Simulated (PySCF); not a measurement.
**Relaxation of quartet CoOF2**

Computed with PySCF, UPBE0, basis Co def2-TZVP, O def2-TZVP, F def2-TZVP (no relativity, density fitting). A (50,194) grid was used.

A hand-made T-shaped (ligand arrangement 1) start, of Cs symmetry, held to at least that symmetry:

Coordinates in bohr (charge 0 multiplicity 4):
```
Co   -0.1280    0.0000   -0.5907
O    -3.1497    0.0000   -0.4853
F    -0.1280    0.0000    2.7163
F     3.1769    0.0000   -0.4753
```

Optimiser trace:
```json
{"step": "0", "E − E(last) (kJ/mol)": "67.58", "largest gradient (Eh/bohr)": "0.04166"}
{"step": "1", "E − E(last) (kJ/mol)": "39.61", "largest gradient (Eh/bohr)": "0.03534"}
{"step": "2", "E − E(last) (kJ/mol)": "6.68", "largest gradient (Eh/bohr)": "0.02021"}
{"step": "3", "E − E(last) (kJ/mol)": "1.42", "largest gradient (Eh/bohr)": "0.01030"}
{"step": "4", "E − E(last) (kJ/mol)": "0.21", "largest gradient (Eh/bohr)": "0.00246"}
{"step": "5", "E − E(last) (kJ/mol)": "0.11", "largest gradient (Eh/bohr)": "0.00183"}
{"step": "6", "E − E(last) (kJ/mol)": "0.06", "largest gradient (Eh/bohr)": "0.00143"}
{"step": "7", "E − E(last) (kJ/mol)": "0.00", "largest gradient (Eh/bohr)": "0.00025"}
{"step": "8", "E − E(last) (kJ/mol)": "0.00", "largest gradient (Eh/bohr)": "0.00003"}
```

It ends at Cs with Co–F 1.716 Å, Co–F 1.728 Å, Co–O 1.579 Å; F–Co–F 110.7°, F–Co–O 106.3°, F–Co–O 143.0° (after a last refinement on a finer grid). A frequency run shows a minimum. Other isomers or separated fragments may lie lower.

With open d or f shells other occupations or spin states may lie lower.

The relaxation took 31 s on 4 threads of a shared Arm Neoverse V1 host, with 138 basis functions and 9 gradients; the process peaked at 0.89 GiB. Launch command: `OMP_NUM_THREADS=4 python axn.py task.json out`.
